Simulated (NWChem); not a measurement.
System: CH3FO2Si; SMILES F[SiH2]C(O)=O

```xyz
8

O     -0.7890    -1.8403     0.0000
C      0.0171    -0.9441     0.0000
O      1.3360    -1.1375     0.0000
Si    -0.6130     0.8637     0.0000
F      0.6061     1.9336     0.0000
H      1.4849    -2.1004     0.0000
H     -1.4183     1.0465    -1.2337
H     -1.4183     1.0465     1.2337
```
Atoms are numbered in this order, from 1.

All runs: NWChem. Pople sets run with spherical d functions. The geometry was optimised at PBE0/def2-SVP. Vertical excitations in the gas phase; the lowest state need not have the same character in each row.

Task: Order these by “lowest excitation, singlet (eV)”, lowest first: CAM-B3LYP/6-31G*, TDA; Hartree-Fock/6-31G*, CIS; PBE/6-31G*, TDA.

Result: PBE/6-31G*, TDA (5.14), CAM-B3LYP/6-31G*, TDA (5.33), Hartree-Fock/6-31G*, CIS (5.98)
